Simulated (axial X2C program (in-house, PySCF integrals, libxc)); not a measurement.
# Outer orbitals of GaC⁺ at 2.060 Å, B97-3

Calculated with an in-house relativistic program for diatomic molecules. Spin-free means the one-electron spin-free X2C Hamiltonian; two-component (2c) means X2C with spin–orbit coupling and atomic mean-field two-electron Coulomb and Gaunt terms, so the difference of the two also holds small scalar two-electron terms. Basis: Ga dyall-cv3z [9s9p7d4f1g], C dyall-v3z [7s6p2d1f] (cores contracted in-house); Gaussian nuclei, density fitting, unrestricted open shells. Masses: Ga 68.926 u, C 12.000 u.

The distance is close to the 2c PBE0 minimum; the highest filled and lowest empty levels are listed.

Spin-free orbitals, state M_S = 1, Λ = 0 (beyond evenly filled blocks: π+α, π-α) (Löwdin shares):

```
symmetry  occupied  ε (eV)             atomic character
      σα       yes  -31.20                     98% Ga d
      σβ       yes  -31.19                     99% Ga d
     π-α       yes  -31.11                    100% Ga d
     π+α       yes  -31.11                    100% Ga d
     δ-β       yes  -31.11                    100% Ga d
     δ+β       yes  -31.11                    100% Ga d
     δ-α       yes  -31.11                    100% Ga d
     δ+α       yes  -31.11                    100% Ga d
     π+β       yes  -31.09                    100% Ga d
     π-β       yes  -31.09                    100% Ga d
      σα       yes  -24.14   69% C s, 12% Ga s, 9% Ga p
      σβ       yes  -21.39   57% C s, 24% Ga s, 8% Ga p
      σα       yes  -16.87   55% Ga s, 29% C p, 10% C s
      σβ       yes  -16.08   54% Ga s, 17% C s, 14% C p
     π+α       yes  -14.14    87% C p, 8% Ga p, 4% Ga d
     π-α       yes  -14.14    87% C p, 8% Ga p, 4% Ga d
      σα        no  -11.10  49% C p, 30% Ga p, 18% Ga s
      σβ        no  -10.11   58% C p, 28% Ga p, 7% Ga s
     π-β        no   -9.28            50% C p, 47% Ga p
     π+β        no   -9.28            50% C p, 47% Ga p
```

Spinors with spin–orbit coupling (state Ω = 1):

| ω | occupied | ε (eV) | atomic character | λ mixture |
| --- | --- | --- | --- | --- |
| -1/2 | yes | -31.42 | 100% Ga d | 50% π, 50% σ |
| 1/2 | yes | -31.41 | 99% Ga d | 53% σ, 47% π |
| 3/2 | yes | -31.38 | 100% Ga d | 80% δ, 20% π |
| -3/2 | yes | -31.37 | 100% Ga d | 81% δ, 19% π |
| -1/2 | yes | -30.99 | 99% Ga d | 50% σ, 50% π |
| 1/2 | yes | -30.99 | 99% Ga d | 53% π, 47% σ |
| 3/2 | yes | -30.95 | 100% Ga d | 80% π, 20% δ |
| -5/2 | yes | -30.94 | 100% Ga d | 100% δ |
| 5/2 | yes | -30.94 | 100% Ga d | 100% δ |
| -3/2 | yes | -30.93 | 100% Ga d | 81% π, 19% δ |
| 1/2 | yes | -24.13 | 69% C s, 12% Ga s, 9% Ga p | 100% σ |
| -1/2 | yes | -21.39 | 57% C s, 24% Ga s, 8% Ga p | 100% σ |
| 1/2 | yes | -16.86 | 55% Ga s, 29% C p, 10% C s | 100% σ |
| -1/2 | yes | -16.08 | 54% Ga s, 17% C s, 14% C p | 100% σ |
| -1/2 | yes | -14.14 | 86% C p, 9% Ga p, 4% Ga d | 100% π |
| 3/2 | yes | -14.13 | 87% C p, 8% Ga p, 4% Ga d | 100% π |
| 1/2 | no | -11.10 | 49% C p, 30% Ga p, 18% Ga s | 100% σ |
| -1/2 | no | -10.11 | 58% C p, 28% Ga p, 7% Ga s | 100% σ |
| 1/2 | no | -9.30 | 49% C p, 48% Ga p | 100% π |
| -3/2 | no | -9.26 | 50% C p, 46% Ga p, 2% Ga d | 100% π |

Mulliken charges and populations of the two-component result (they depend on the basis, above all on diffuse functions):

Ga 0.98 e (s 7.70 p 12.27 d 10.04 f 0.01), C 0.02 e (s 3.89 p 2.07 d 0.02). ⟨Lz⟩ = 0.00 ħ and ⟨Sz⟩ = 1.00 ħ (0.03 and 0.97 on the two atoms), which add up to Ω.

Occupations by symmetry block were frozen at the best pattern of an incomplete PBE0 search. Density functionals use the spin component along the axis (collinear). Other states lie close and PBE0, whose exact exchange favours high spin, may order them wrongly; the determinant shown need not be the ground state. The nearest other spin-free determinant of the search, M_S = 1, Λ = 1, lies 0.41 eV up at the distance of the search. With several unpaired electrons one determinant need not be a pure state. Open-shell Ω = 0 determinants with evenly filled partner blocks cannot be reached by this program, so the Ω shown need not be the lowest component. This is the Ω = 1 component of a π² triplet; the 0⁺ component is not one determinant and can lie lowest. The determinant is spin-polarised beyond a pure state at some levels (its spin-free form has ⟨S²⟩ too high), which makes Re and μ there less reliable.
